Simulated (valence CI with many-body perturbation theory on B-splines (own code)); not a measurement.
## E1 transitions of Te⁴⁷⁺

Method: valence CI with perturbative core correlation (CI+MBPT): three valence electrons over a frozen Dirac-Fock core [He], a basis of 11 s, 11 p, 9 d, 7 f, 5 g, 2 h, 1 i functions for each j, with the one-electron correlation potential Σ1 (screened to all orders), the two-electron term Σ2, the three-electron term Σ3, Breit, model QED; selected single and double excitations, second order for the rest (own B-spline code, finite nucleus).

The last digits are not significant, and no measured levels were compared; by estimate large intervals hold to a few tenths of a per cent, small ones and those within an open d or f shell to about a per cent.

Lines 151 to 200 of 276 in falling wavelength, among levels below 5573.9 eV, chosen from the strongest by gf and those to the six lowest levels. Wavelengths and rates use the calculated energies. Electric multipoles are in the length gauge, E1 and E2 with the static RPA response of the core. Weak lines are less certain than strong ones. Lines between different terms over intervals too small for the method are left out, as are lines whose strength nearly cancels. The highest levels of a list are the least certain.

Levels are named by their leading jj configuration (3d3/2^4 stands for four electrons in 3d with j = 3/2), which in mixed levels can hold well under half, so a name can repeat and another be missing. Letters in brackets count levels of one name in rising energy.

```csv
λ vac (Å),Upper,Lower,A (s⁻¹),S (a.u.) with core polarisation,S without
2.665,(2s 2p1/2 3d5/2) J=7/2,(2s 2p1/2 2p3/2) J=5/2,3.36e+14,2.51e-02,2.51e-02
2.663,(2s 2p3/2 3d5/2) J=3/2 [a],(2s 2p3/2^2) J=5/2,5.63e+13,2.10e-03,2.10e-03
2.660,(2s 2p1/2 3d3/2) J=1/2,(2s 2p1/2 2p3/2) J=3/2 [a],9.64e+12,1.79e-04,1.79e-04
2.660,(2s 2p3/2 3d5/2) J=7/2 [a],(2s 2p3/2^2) J=5/2,5.03e+14,3.74e-02,3.74e-02
2.659,(2s 2p1/2 3d5/2) J=3/2,(2s 2p1/2 2p3/2) J=5/2,1.12e+12,4.16e-05,4.16e-05
2.659,(2s 2p1/2 3d5/2) J=5/2 [b],(2s 2p1/2 2p3/2) J=5/2,3.21e+13,1.79e-03,1.79e-03
2.658,(2s 2p1/2 3d3/2) J=3/2 [b],(2s 2p1/2 2p3/2) J=3/2 [a],4.80e+13,1.78e-03,1.78e-03
2.657,(2s 2p1/2 3d5/2) J=5/2 [a],(2s 2p1/2 2p3/2) J=3/2 [a],3.06e+14,1.70e-02,1.70e-02
2.655,(2s^2 3d5/2) J=5/2,(2s^2 2p3/2) J=3/2,3.70e+14,2.05e-02,2.06e-02
2.641,(2s 2p1/2 3d5/2) J=3/2,(2s 2p1/2 2p3/2) J=3/2 [a],8.72e+12,3.17e-04,3.18e-04
2.641,(2s 2p1/2 3d5/2) J=5/2 [b],(2s 2p1/2 2p3/2) J=3/2 [a],3.03e+13,1.65e-03,1.65e-03
2.639,(2s 2p3/2 3s) J=3/2 [a],(2s 2p1/2 2p3/2) J=3/2 [b],1.04e+12,3.76e-05,3.75e-05
2.635,(2s 2p3/2 3d5/2) J=7/2 [b],(2s 2p3/2^2) J=5/2,1.31e+14,9.45e-03,9.45e-03
2.630,(2s 2p1/2 3s) J=1/2 [a],(2s 2p1/2^2) J=1/2,8.28e+12,1.49e-04,1.48e-04
2.623,(2s 2p1/2 3s) J=3/2,(2s 2p1/2^2) J=1/2,1.20e+13,4.27e-04,4.25e-04
2.622,(2s 2p1/2 3p3/2) J=5/2,(2s^2 2p3/2) J=3/2,5.91e+12,3.16e-04,3.16e-04
2.621,(2s 2p3/2 3s) J=5/2,(2s 2p1/2 2p3/2) J=5/2,1.02e+13,5.45e-04,5.43e-04
2.612,(2s 2p3/2 3s) J=3/2 [a],(2s 2p1/2 2p3/2) J=5/2,6.96e+12,2.45e-04,2.44e-04
2.611,(2s 2p3/2 3s) J=1/2,(2s 2p1/2 2p3/2) J=3/2 [b],1.87e+13,3.29e-04,3.27e-04
2.610,(2s 2p1/2 3s) J=1/2 [b],(2s 2p1/2^2) J=1/2,1.75e+12,3.08e-05,3.06e-05
2.610,(2s 2p3/2 3s) J=3/2 [b],(2s 2p1/2 2p3/2) J=3/2 [b],5.61e+12,1.97e-04,1.96e-04
2.607,(2s^2 3p3/2) J=3/2,(2s 2p1/2^2) J=1/2,7.50e+12,2.62e-04,2.62e-04
2.605,(2s 2p3/2 3s) J=5/2,(2s 2p1/2 2p3/2) J=3/2 [a],4.02e+12,2.10e-04,2.09e-04
2.603,(2s^2 3s) J=1/2,(2s^2 2p1/2) J=1/2,1.56e+13,2.72e-04,2.71e-04
2.595,(2s 2p3/2 3s) J=3/2 [a],(2s 2p1/2 2p3/2) J=3/2 [a],2.39e+12,8.24e-05,8.21e-05
2.551,(2p1/2 2p3/2 3d3/2) J=3/2 [a],(2p1/2^2 2p3/2) J=3/2,5.79e+13,1.90e-03,1.90e-03
2.551,(2p1/2 2p3/2 3d3/2) J=5/2 [a],(2p1/2^2 2p3/2) J=3/2,2.38e+13,1.17e-03,1.17e-03
2.549,(2s 2p3/2 3d3/2) J=5/2 [a],(2s 2p1/2 2p3/2) J=3/2 [b],9.06e+11,4.44e-05,4.44e-05
2.547,(2s 2p3/2 3d3/2) J=1/2 [a],(2s 2p1/2 2p3/2) J=3/2 [b],6.28e+12,1.02e-04,1.02e-04
2.539,(2p1/2 2p3/2 3d3/2) J=5/2 [b],(2p1/2^2 2p3/2) J=3/2,3.48e+14,1.68e-02,1.69e-02
2.537,(2s 2p1/2 3d3/2) J=3/2 [a],(2s 2p1/2^2) J=1/2,3.56e+13,1.15e-03,1.15e-03
2.536,(2p1/2 2p3/2 3d3/2) J=3/2 [b],(2p1/2^2 2p3/2) J=3/2,2.65e+14,8.53e-03,8.54e-03
2.532,(2p1/2 2p3/2 3d3/2) J=1/2 [b],(2p1/2^2 2p3/2) J=3/2,4.25e+14,6.82e-03,6.82e-03
2.531,(2p1/2 2p3/2 3p1/2) J=1/2,(2s 2p1/2 2p3/2) J=3/2 [b],7.08e+12,1.13e-04,1.13e-04
2.531,(2s 2p3/2 3d5/2) J=3/2 [a],(2s 2p1/2 2p3/2) J=1/2,8.81e+13,2.82e-03,2.82e-03
2.531,(2s 2p3/2 3d5/2) J=3/2 [a],(2s 2p1/2 2p3/2) J=3/2 [b],3.32e+13,1.06e-03,1.06e-03
2.531,(2p1/2 2p3/2 3d5/2) J=3/2,(2p1/2^2 2p3/2) J=3/2,1.09e+14,3.48e-03,3.48e-03
2.530,(2p1/2 2p3/2 3d5/2) J=5/2 [a],(2p1/2^2 2p3/2) J=3/2,5.73e+13,2.75e-03,2.75e-03
2.529,(2p1/2 2p3/2 3p1/2) J=3/2 [a],(2s 2p1/2 2p3/2) J=3/2 [b],2.16e+12,6.90e-05,6.91e-05
2.525,(2p1/2 2p3/2 3p1/2) J=5/2,(2s 2p1/2 2p3/2) J=3/2 [b],1.81e+14,8.61e-03,8.61e-03
2.524,(2s 2p3/2 3d3/2) J=5/2 [a],(2s 2p1/2 2p3/2) J=5/2,2.24e+14,1.06e-02,1.07e-02
2.524,(2s 2p1/2 3p1/2) J=1/2 [a],(2s^2 2p1/2) J=1/2,3.99e+13,6.34e-04,6.33e-04
2.522,(2s 2p3/2 3d3/2) J=3/2 [a],(2s 2p1/2 2p3/2) J=5/2,1.00e+14,3.18e-03,3.18e-03
2.521,(2s 2p3/2 3d5/2) J=1/2,(2s 2p1/2 2p3/2) J=3/2 [b],4.08e+12,6.45e-05,6.46e-05
2.521,(2s 2p3/2 3d3/2) J=7/2,(2s 2p1/2 2p3/2) J=5/2,3.20e+14,2.03e-02,2.03e-02
2.521,(2s 2p1/2 3d3/2) J=1/2,(2s 2p1/2^2) J=1/2,5.90e+14,9.33e-03,9.34e-03
2.519,(2s 2p1/2 3d3/2) J=3/2 [b],(2s 2p1/2^2) J=1/2,3.87e+14,1.22e-02,1.22e-02
2.517,(2s 2p3/2 3p1/2) J=3/2 [a],(2s^2 2p3/2) J=3/2,3.60e+13,1.13e-03,1.13e-03
2.515,(2s 2p3/2 3p1/2) J=5/2,(2s^2 2p3/2) J=3/2,8.68e+13,4.09e-03,4.09e-03
2.515,(2s 2p1/2 3p1/2) J=3/2,(2s^2 2p1/2) J=1/2,1.98e+14,6.23e-03,6.23e-03
```
